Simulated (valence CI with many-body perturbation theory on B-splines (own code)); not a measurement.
# Which ion has this spectrum?

A relativistic CI+MBPT calculation for an atom or ion with 15 electrons gives these levels (cm⁻¹):

```tsv
J	Parity	E	g
3/2	odd	0	1.86
3/2	odd	60338	1.03
5/2	odd	80616	1.20
1/2	odd	121237	0.66
3/2	odd	157975	1.24
5/2	even	432233	1.58
3/2	even	466334	1.70
1/2	even	476496	2.62
3/2	even	536999	0.88
5/2	even	550356	1.22
3/2	even	607591	1.26
1/2	even	614463	1.26
3/2	even	631753	0.51
5/2	even	645558	1.10
```

The energies are calculated, with errors of perhaps 300 cm⁻¹, more in some levels.

Task: Which is it?
A. Kr21+
B. Ge17+
C. As18+
D. Se19+

Result: C. As18+, ground level 3s2 3p3 4S°_3/2.
